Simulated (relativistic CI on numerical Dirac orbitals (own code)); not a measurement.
Method of calculation: Dirac-Coulomb-Breit CI, separate exchange-only KLI orbitals for each configuration, model QED (radiative potential, 1s self-energy scaled to tabulated hydrogen-like ionisation energies), unscaled Slater integrals (own radial code, finite nucleus).

The strongest absorption lines from the ground level of an ion, among the configurations computed and to levels below about 242 eV (vacuum wavelength in nm, gf): 6.5843 (0.69), 6.7295 (0.71), 7.3772 (0.25), 7.4810 (0.38), 7.6012 (0.89), 8.1202 (0.19), 8.3436 (0.17), 8.3867 (0.23).

Task: Which ion is it?
A. Ru XXIV
B. Mo XXII
C. Zr XX
D. Mo XXIV

Result: B. Mo XXII has 21 electrons and the ground level 3s2 3p6 3d3 4F_3/2; the strongest line goes to 3s2 3p5 3d4 4F°_3/2. The pattern of lines fixes the number of electrons, and along that sequence the line energies rise steadily with the charge (about as its square where n changes within one kind of shell, about linearly where n is kept but much faster in heavy ions where fine structure, which grows about as Z⁴, sets the gap, and irregularly where shells cross), which fixes Z. Configurations outside the model, such as inner-shell arrays, can give stronger lines. At this charge energies of transitions that change n are usually good to better than 1 %, and those within a shell (Δn = 0) to a few per cent. Terms inside the open d or f shell come out 10 to 20 % too wide with unscaled integrals.

LS names give the leading component of a level, which can be under half, so a name can repeat, a term be missing and a line seem to break the LS rules.
